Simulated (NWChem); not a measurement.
System: PbSiH₃F, singlet; SMILES [F][Pb][SiH3]

NWChem printed, in part:

```
             Northwest Computational Chemistry Package (NWChem) 7.3.0
             --------------------------------------------------------

 C1  symmetry detected

                             Geometry "geometry" -> ""
                             -------------------------

 Output coordinates in angstroms (scale by  1.889725989 to convert to a.u.)

  No.       Tag          Charge          X              Y              Z
 ---- ---------------- ---------- -------------- -------------- --------------
    1 Pb                  82.0000    -0.21391486     0.43328841    -0.00003784
    2 F                    9.0000     1.84478670     0.61886831     0.00000037
    3 Si                  14.0000     0.04099835    -2.32149158    -0.00014137
    4 H                    1.0000     0.79956060    -2.76093128     1.21734878
    5 H                    1.0000     0.82360886    -2.76426015    -1.20085542
    6 H                    1.0000    -1.25920838    -3.07339106    -0.01141416

 Effective nuclear repulsion energy (a.u.)     483.0343798179

                                 NWChem DFT Module
                                 -----------------

 Summary of "ao basis" -> "ao basis" (spherical)
 ------------------------------------------------------------------------------
       Tag                 Description            Shells   Functions and Types
 ---------------- ------------------------------  ------  ---------------------
 Pb                        def2-svpd                12       32   5s4p3d
 F                         def2-svpd                 9       23   4s3p2d
 Si                        def2-svpd                10       24   5s3p2d
 H                         def2-svpd                 4        8   2s2p

            General Information
            -------------------
          SCF calculation type: DFT
          Wavefunction type:  closed shell.
          No. of atoms     :     6
          No. of electrons :    48
           Alpha electrons :    24
            Beta electrons :    24
          Charge           :     0
          Spin multiplicity:     1
          Use of symmetry is: off; symmetry adaption is: off
          Maximum number of iterations: 150
          AO basis - number of functions:   103
                     number of shells:    43
          Convergence on energy requested:  1.00D-06
          Convergence on density requested:  1.00D-05
          Convergence on gradient requested:  5.00D-04

              XC Information
              --------------
                        Slater Exchange Functional  1.000 local
                      VWN V Correlation Functional  1.000 local

             Grid Information
             ----------------
          Grid used for XC integration:  medium
          Radial quadrature: Mura-Knowles
          Angular quadrature: Lebedev.
          Tag              B.-S. Rad. Rad. Pts. Rad. Cut. Ang. Pts.
          ---              ---------- --------- --------- ---------
          Pb                  1.80      123          12.0       590
          F                   0.50       49          12.0       434
          Si                  1.10       88          12.0       590
          H                   0.35       45          13.0       434
          Grid pruning is: on
          Number of quadrature shells:   395
          Spatial weights used:  Erf1

      Superposition of Atomic Density Guess
      -------------------------------------

 Sum of atomic energies:        -608.89378113

      Non-variational initial energy
      ------------------------------

 Total energy =    -581.421870
 1-e energy   =   -1191.216626
 2-e energy   =     452.153031
 HOMO         =      -0.207308
 LUMO         =      -0.065037

   convergence    iter        energy       DeltaE   RMS-Dens  Diis-err
 ---------------- ----- ----------------- --------- --------- ---------
 d= 0,ls=0.0,diis     1   -581.6631501079 -7.39D+02  3.76D-02  1.07D+00
 d= 0,ls=0.0,diis     2   -576.8052998334  4.86D+00  3.27D-02  3.62D+01
 d= 0,ls=0.0,diis     3   -581.7824815242 -4.98D+00  4.89D-03  7.76D-02
 d= 0,ls=0.0,diis     4   -581.7865027329 -4.02D-03  2.88D-03  3.03D-02
 d= 0,ls=0.0,diis     5   -581.7933519366 -6.85D-03  8.42D-04  1.80D-03
  Resetting Diis
 d= 0,ls=0.0,diis     6   -581.7936399419 -2.88D-04  3.14D-04  5.71D-04
 d= 0,ls=0.0,diis     7   -581.7937422041 -1.02D-04  1.64D-04  2.89D-05
 d= 0,ls=0.0,diis     8   -581.7937176884  2.45D-05  8.81D-05  2.61D-04
 d= 0,ls=0.0,diis     9   -581.7937464617 -2.88D-05  3.10D-05  4.64D-06
 d= 0,ls=0.0,diis    10   -581.7937472775 -8.16D-07  7.43D-06  5.13D-07

         Total DFT energy =     -581.793747277526
      One electron energy =    -1192.977648438957
           Coulomb energy =      499.870625409793
    Exchange-Corr. energy =      -46.328449860539
 Nuclear repulsion energy =      157.641725612176

 Numeric. integr. density =       48.000001198727

                       DFT Final Molecular Orbital Analysis
                       ------------------------------------

 Vector   22  Occ=2.000000D+00  E=-3.031005D-01
              MO Center=  6.9D-01, -2.2D+00,  1.4D-02, r^2= 3.3D+00
   Bfn.  Coefficient  Atom+Function         Bfn.  Coefficient  Atom+Function
  ----- ------------  ---------------      ----- ------------  ---------------
    69      0.340228  3 Si pz                80      0.299109  4 H  s
    88     -0.295058  5 H  s                 66      0.281051  3 Si pz
    39      0.235808  2 F  pz                63     -0.163611  3 Si pz
    42     -0.154534  2 F  pz                45     -0.055155  2 F  pz
    81      0.052754  4 H  s                 73     -0.051650  3 Si d  1

 Vector   23  Occ=2.000000D+00  E=-2.999287D-01
              MO Center=  9.6D-02, -2.0D+00, -1.1D-02, r^2= 4.7D+00
   Bfn.  Coefficient  Atom+Function         Bfn.  Coefficient  Atom+Function
  ----- ------------  ---------------      ----- ------------  ---------------
    96      0.321204  6 H  s                 67     -0.305840  3 Si px
    38      0.280038  2 F  py                64     -0.260599  3 Si px
    41     -0.183472  2 F  py                88     -0.172621  5 H  s
    80     -0.166117  4 H  s                 61      0.151184  3 Si px
    37      0.122786  2 F  px                 4     -0.089836  1 Pb s

 Vector   24  Occ=2.000000D+00  E=-2.104566D-01
              MO Center= -4.5D-02, -7.3D-01, -1.7D-04, r^2= 4.6D+00
   Bfn.  Coefficient  Atom+Function         Bfn.  Coefficient  Atom+Function
  ----- ------------  ---------------      ----- ------------  ---------------
    13      0.381783  1 Pb py                68     -0.319250  3 Si py
    65     -0.288827  3 Si py                59     -0.245705  3 Si s
    16      0.221049  1 Pb py                 3      0.219108  1 Pb s
    38      0.189180  2 F  py                 4      0.171774  1 Pb s
    62      0.158634  3 Si py                58     -0.148849  3 Si s

 Vector   25  Occ=0.000000D+00  E=-1.497081D-01
              MO Center= -2.1D-01,  2.7D-01, -1.0D-04, r^2= 3.7D+00
   Bfn.  Coefficient  Atom+Function         Bfn.  Coefficient  Atom+Function
  ----- ------------  ---------------      ----- ------------  ---------------
    14      0.609208  1 Pb pz                17      0.518748  1 Pb pz
    11     -0.199506  1 Pb pz                 8     -0.193169  1 Pb pz
    39      0.176746  2 F  pz                42     -0.122613  2 F  pz
    81     -0.106592  4 H  s                 89      0.105613  5 H  s
    45     -0.082847  2 F  pz                69      0.076897  3 Si pz

 Vector   26  Occ=0.000000D+00  E=-7.552157D-02
              MO Center= -3.4D-01,  1.3D-01,  7.2D-04, r^2= 5.0D+00
   Bfn.  Coefficient  Atom+Function         Bfn.  Coefficient  Atom+Function
  ----- ------------  ---------------      ----- ------------  ---------------
    15      0.798457  1 Pb px                12      0.486183  1 Pb px
     4      0.435677  1 Pb s                 36     -0.406739  2 F  s
    43      0.250079  2 F  px                37     -0.237999  2 F  px
    40      0.215262  2 F  px                16      0.174302  1 Pb py
    97      0.171423  6 H  s                  3      0.167811  1 Pb s

 Vector   27  Occ=0.000000D+00  E=-4.083995D-02
              MO Center= -3.5D-01, -2.0D-01,  1.6D-04, r^2= 9.0D+00
   Bfn.  Coefficient  Atom+Function         Bfn.  Coefficient  Atom+Function
  ----- ------------  ---------------      ----- ------------  ---------------
    59      1.323613  3 Si s                 60     -1.136078  3 Si s
     5      0.871808  1 Pb s                  4     -0.528489  1 Pb s
    13      0.400216  1 Pb py                 3     -0.358515  1 Pb s
    16      0.343734  1 Pb py                58      0.268612  3 Si s
    97     -0.219632  6 H  s                 65      0.199056  3 Si py

     Multipole analysis of the density
     ---------------------------------

     L   x y z        total         alpha         beta         nuclear
     -   - - -        -----         -----         ----         -------
     0   0 0 0      0.000000    -24.000000    -24.000000     48.000000

     1   1 0 0     -1.362941    -12.808684    -12.808684     24.254428
     1   0 1 0      0.377895     24.752839     24.752839    -49.127782
     1   0 0 1     -0.000940     -0.002615     -0.002615      0.004291

     2   2 0 0    -40.236194    -81.830764    -81.830764    123.425334
     2   1 1 0     -1.653954    -12.056843    -12.056843     22.459731
     2   1 0 1     -0.001274      0.001533      0.001533     -0.004339
     2   0 2 0    -39.411532   -212.074303   -212.074303    384.737074
     2   0 1 1      0.000836      0.004388      0.004388     -0.007939
     2   0 0 2    -33.269218    -21.855724    -21.855724     10.442229

                                 NWChem DFT Module
                                 -----------------

            General Information
            -------------------
          SCF calculation type: DFT
          Wavefunction type:  spin polarized.
          No. of atoms     :     6
          No. of electrons :    47
           Alpha electrons :    24
            Beta electrons :    23
          Charge           :     1
          Spin multiplicity:     2
          Use of symmetry is: off; symmetry adaption is: off
          Maximum number of iterations: 150
          AO basis - number of functions:   103
                     number of shells:    43
          Convergence on energy requested:  1.00D-06
          Convergence on density requested:  1.00D-05
          Convergence on gradient requested:  5.00D-04

              XC Information
              --------------
                        Slater Exchange Functional  1.000 local
                      VWN V Correlation Functional  1.000 local

             Grid Information
             ----------------
          Grid used for XC integration:  medium
          Radial quadrature: Mura-Knowles
          Angular quadrature: Lebedev.
          Tag              B.-S. Rad. Rad. Pts. Rad. Cut. Ang. Pts.
          ---              ---------- --------- --------- ---------
          Pb                  1.80      123          12.0       590
          F                   0.50       49          12.0       434
          Si                  1.10       88          12.0       590
          H                   0.35       45          13.0       434
          Grid pruning is: on
          Number of quadrature shells:   395
          Spatial weights used:  Erf1

      Superposition of Atomic Density Guess
      -------------------------------------

 Sum of atomic energies:        -608.89378113

 Renormalizing density from      48.00 to     47

      Non-variational initial energy
      ------------------------------

 Total energy =    -575.248320
 1-e energy   =   -1166.399613
 2-e energy   =     433.509568
 HOMO         =      -0.477253
 LUMO         =      -0.313559

   convergence    iter        energy       DeltaE   RMS-Dens  Diis-err
 ---------------- ----- ----------------- --------- --------- ---------
 d= 0,ls=0.0,diis     1   -581.2352776356 -7.39D+02  2.67D-02  5.84D-01
                                                     2.00D-02  5.82D-01
 d= 0,ls=0.0,diis     2   -572.0564837752  9.18D+00  2.59D-02  8.74D+00
                                                     1.84D-02  7.71D+00
 d= 0,ls=0.0,diis     3   -581.3846445016 -9.33D+00  4.46D-03  1.68D-01
                                                     4.01D-03  1.67D-01
 d= 0,ls=0.0,diis     4   -581.4679508697 -8.33D-02  2.68D-03  1.35D-02
                                                     2.43D-03  1.35D-02
 d= 0,ls=0.0,diis     5   -581.4717394960 -3.79D-03  1.38D-03  8.01D-03
                                                     1.22D-03  7.12D-03
  Resetting Diis
 d= 0,ls=0.0,diis     6   -581.4772898727 -5.55D-03  2.54D-04  1.10D-03
                                                     2.29D-04  1.01D-03
 d= 0,ls=0.0,diis     7   -581.4777522471 -4.62D-04  3.45D-04  2.11D-04
                                                     4.58D-04  1.96D-04
 d= 0,ls=0.0,diis     8   -581.4762742721  1.48D-03  2.46D-04  3.71D-03
                                                     3.40D-04  3.78D-03
 d= 0,ls=0.0,diis     9   -581.4778453530 -1.57D-03  2.49D-05  7.67D-06
                                                     2.78D-05  8.63D-06
 d= 0,ls=0.0,diis    10   -581.4778503659 -5.01D-06  3.80D-06  4.13D-08
                                                     4.65D-06  6.58D-08
 d= 0,ls=0.0,diis    11   -581.4778504023 -3.64D-08  1.57D-06  3.24D-08
                                                     1.36D-06  1.89D-08

         Total DFT energy =     -581.477850402296
      One electron energy =    -1182.133361180167
           Coulomb energy =      489.062721517398
    Exchange-Corr. energy =      -46.048936351704
 Nuclear repulsion energy =      157.641725612176

 Numeric. integr. density =       47.000001407259

                    DFT Final Alpha Molecular Orbital Analysis
                    ------------------------------------------

 Vector   22  Occ=1.000000D+00  E=-5.085488D-01
              MO Center=  8.2D-01, -1.8D+00,  1.4D-02, r^2= 3.9D+00
   Bfn.  Coefficient  Atom+Function         Bfn.  Coefficient  Atom+Function
  ----- ------------  ---------------      ----- ------------  ---------------
    39      0.325155  2 F  pz                69      0.323138  3 Si pz
    66      0.289098  3 Si pz                80      0.282150  4 H  s
    88     -0.277208  5 H  s                 42     -0.210221  2 F  pz
    63     -0.162430  3 Si pz                45     -0.062876  2 F  pz
    73     -0.049618  3 Si d  1              78     -0.040560  3 Si d  1

 Vector   23  Occ=1.000000D+00  E=-5.057791D-01
              MO Center= -1.3D-02, -2.1D+00, -1.3D-02, r^2= 4.1D+00
   Bfn.  Coefficient  Atom+Function         Bfn.  Coefficient  Atom+Function
  ----- ------------  ---------------      ----- ------------  ---------------
    96      0.335577  6 H  s                 67     -0.318859  3 Si px
    64     -0.297239  3 Si px                38      0.225794  2 F  py
    88     -0.178243  5 H  s                 80     -0.169707  4 H  s
    61      0.166552  3 Si px                41     -0.147157  2 F  py
    37      0.144278  2 F  px                40     -0.097585  2 F  px

 Vector   24  Occ=1.000000D+00  E=-4.478750D-01
              MO Center=  6.0D-02, -7.4D-01, -5.9D-05, r^2= 4.4D+00
   Bfn.  Coefficient  Atom+Function         Bfn.  Coefficient  Atom+Function
  ----- ------------  ---------------      ----- ------------  ---------------
    13      0.396424  1 Pb py                68     -0.378316  3 Si py
    65     -0.319028  3 Si py                 3      0.276238  1 Pb s
    38      0.230806  2 F  py                 4      0.211784  1 Pb s
    62      0.168626  3 Si py                 1     -0.167542  1 Pb s
    41     -0.153704  2 F  py                59     -0.153360  3 Si s

[...]
```

Level: LDA (Slater exchange, VWN5)/def2-SVPD with def2 effective core potentials on Pb, vertical spin-unrestricted ions. Low-valent species are run as closed-shell singlets; no triplet was tried in these runs. All runs use the structure optimised with PBE0/def2-SVP. def2 effective core potentials on Pb; no spin-orbit coupling.

**Question.** Reconstruct the input file.

**Answer.** This is not unique; one that fits is the input that was run:
```
start job
memory heap 200 mb stack 900 mb global 1100 mb
geometry units angstroms noautoz
  Pb    -0.196638     0.447979    -0.171122
  F      1.819341     0.675221     0.224961
  Si     0.093135    -2.299993    -0.035199
  H      0.605009    -2.689829     1.320094
  H      1.101925    -2.760102    -1.045585
  H     -1.168719    -3.078141    -0.276503
end
basis spherical
  * library def2-svpd
end
ecp
  Pb library def2-ecp
end
dft
  xc slater vwn_5
  iterations 150
  vectors input atomic output neutral.movecs
end
task dft energy
charge 1
dft
  odft
  mult 2
  vectors input atomic output cation.movecs
end
task dft energy
charge -1
dft
  odft
  mult 2
  vectors input atomic output anion.movecs
end
task dft energy
```
